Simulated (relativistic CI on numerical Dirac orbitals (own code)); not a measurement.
# Hyperfine structure of Au52+, mass number 197

Computed by Dirac-Coulomb-Breit CI, orbitals from a KLI potential per configuration, model QED, unscaled Slater integrals (own radial code, finite nucleus).

Configurations in the expansion (outside the closed core [Ne]): 3s²3p⁶3d⁹, 3s²3p⁵3d¹⁰, 3s3p⁶3d¹⁰, 3s²3p⁶3d⁸4s, 3s²3p⁶3d⁸4p, 3s²3p⁴3d¹⁰4s, 3s²3p⁶3d⁸4d, 3s²3p⁴3d¹⁰4p, 3s²3p⁵3d⁹4s, 3s²3p⁶3d⁸4f, 3s²3p⁴3d¹⁰4d, 3s²3p⁵3d⁹4p, 3s3p⁵3d¹⁰4s, 3s3p⁵3d¹⁰4p, 3s²3p⁶3d⁷4s², 3s²3p⁵3d⁹4d. Levels of other configurations are missing.

Nuclear spin I = 3/2, μ = 0.1452 μN, Q = 0.547 b (tables of Stone and Pyykkö). The electronic factors are computed for point nuclear moments, without core polarisation or the Bohr-Weisskopf and QED corrections.

```json
{"Level": "3s²3p⁶3d⁹ ²D5/2", "E (Ry)": "0.000", "A (GHz)": "4.651", "B (GHz)": "-54.2"}
{"Level": "3s²3p⁶3d⁹ ²D3/2", "E (Ry)": "6.736", "A (GHz)": "12.04", "B (GHz)": "-45.8"}
{"Level": "3s²3p⁵3d¹⁰ ²P°3/2", "E (Ry)": "37.543", "A (GHz)": "22.92", "B (GHz)": "-262"}
{"Level": "3s²3p⁵3d¹⁰ ²P°1/2", "E (Ry)": "69.018", "A (GHz)": "228.2", "B (GHz)": ""}
{"Level": "3s3p⁶3d¹⁰ ²S1/2", "E (Ry)": "88.622", "A (GHz)": "705", "B (GHz)": ""}
{"Level": "3s²3p⁶3d⁸4s ⁴F9/2", "E (Ry)": "140.119", "A (GHz)": "31.8", "B (GHz)": "-39.4"}
{"Level": "3s²3p⁶3d⁸4s ²F7/2", "E (Ry)": "140.368", "A (GHz)": "-22.43", "B (GHz)": "-36.5"}
{"Level": "3s²3p⁶3d⁸4s ²S1/2", "E (Ry)": "142.562", "A (GHz)": "248.5", "B (GHz)": ""}
```

Levels with J = 0, under 50 % of one LS term, or S terms without an open s electron are left out. Small factors come from cancelling terms and can be off by tens of per cent or more.

At this charge energies of transitions that change n are usually good to better than 1 %, and those within a shell (Δn = 0) to a few per cent.

Give the hyperfine levels of 3s²3p⁶3d⁹ ²D5/2 relative to its centre of gravity.

With K = F(F + 1) − I(I + 1) − J(J + 1), E = AK/2 + B[¾K(K + 1) − I(I + 1)J(J + 1)]/[2I(2I − 1)J(2J − 1)]: F = 1: -62.35, F = 2: -9.699, F = 3: 28.64, F = 4: 3.897 GHz.

LS names give the leading component of a level, which can be under half, so a name can repeat, a term be missing and a line seem to break the LS rules.
